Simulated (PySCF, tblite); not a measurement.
Isomers of C2H16Si5. Computed with GFN2-xTB (tblite): harmonic, unscaled wavenumbers at the GFN2-xTB geometry, gas phase. Errors from tens to a few hundred cm⁻¹ against measured bands are possible. Modes of hydrogen on silicon can be 10 to 20 % off. One conformer each.

Electronic energies: PBE0/pcSseg-1 single points on the GFN2-xTB geometries (PySCF, gas phase).

```
                             SMILES  electronic energy, lowest = 0 (kcal/mol)
 C[SiH2][Si@H]([SiH3])[SiH2]C[SiH3]                                       0.0
C[SiH2][Si@@H](C[SiH3])[SiH2][SiH3]                                       2.2
 C[SiH2]C[Si]([SiH3])([SiH3])[SiH3]                                       0.2
```

Q: How do GFN2-xTB zero-point energies change the relative energies?

A: 
| SMILES | ZPE (kcal/mol) | of it from modes above 1550 cm⁻¹ | electronic (kcal/mol) | with ZPE, lowest = 0 (kcal/mol) | lowest mode (cm⁻¹) | rings |
| --- | --- | --- | --- | --- | --- | --- |
| C[SiH2][Si@H]([SiH3])[SiH2]C[SiH3] | 95.4 | 56.0 | 0.0 | 0.2 | 12i | 0 |
| C[SiH2]C[Si]([SiH3])([SiH3])[SiH3] | 95.0 | 56.3 | 0.2 | 0.0 | 17 | 0 |
| C[SiH2][Si@@H](C[SiH3])[SiH2][SiH3] | 95.4 | 55.9 | 2.2 | 2.3 | 12 | 0 |

The zero-point energies span 0.4 kcal/mol, from `C[SiH2]C[Si]([SiH3])([SiH3])[SiH3]` to `C[SiH2][Si@H]([SiH3])[SiH2]C[SiH3]`. Slightly imaginary modes are left out of the zero-point energy: `C[SiH2][Si@H]([SiH3])[SiH2]C[SiH3]` 12.0i cm⁻¹. With it `C[SiH2]C[Si]([SiH3])([SiH3])[SiH3]` becomes the lowest.

Q: And how do the electronic energies of GFN2-xTB itself compare?

A: `C[SiH2][Si@H]([SiH3])[SiH2]C[SiH3]` 0.9; `C[SiH2]C[Si]([SiH3])([SiH3])[SiH3]` 1.6; `C[SiH2][Si@@H](C[SiH3])[SiH2][SiH3]` 0.0 kcal/mol, lowest = 0. Against the energies above, taken from the same isomer `C[SiH2][Si@H]([SiH3])[SiH2]C[SiH3]`, the largest difference is 3.1 kcal/mol.
